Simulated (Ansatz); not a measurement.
Basis-set extrapolation for `N[Si](O)(F)Cl` (PBE0-D4/def2-TZVP geometry, frozen core, the Gaussian-basis code of Ansatz). Multiplicity 1, RHF reference.

|  | def2-TZVPP | def2-QZVPP |
| --- | --- | --- |
| HF | -979.293315 | -979.327155 |
| MP2 correlation | -1.003438 | -1.093397 |
| CCSD(T) correlation | -1.067232 | not run |

Energies in hartree. Use E(X) = E(∞) + A·exp(−7.88·√X) for Hartree–Fock and E(X) = E(∞) + B·X^(−2.97) for correlation, with X = 3 and 4, and add CCSD(T) minus MP2 of the smaller set to the MP2 limit.

**Question.** What is the CCSD(T) energy at the basis-set limit?

**Answer.** HF limit: -979.327155 + (-0.033840) × 0.13774 = -979.33182. MP2 limit: -1.093397 + (-0.089959) × 0.74074 = -1.16003. Higher-order term: -1.067232 − (-1.003438) = -0.06379. Total: -980.55564 hartree, 5.31 eV below CCSD(T)/def2-TZVPP.
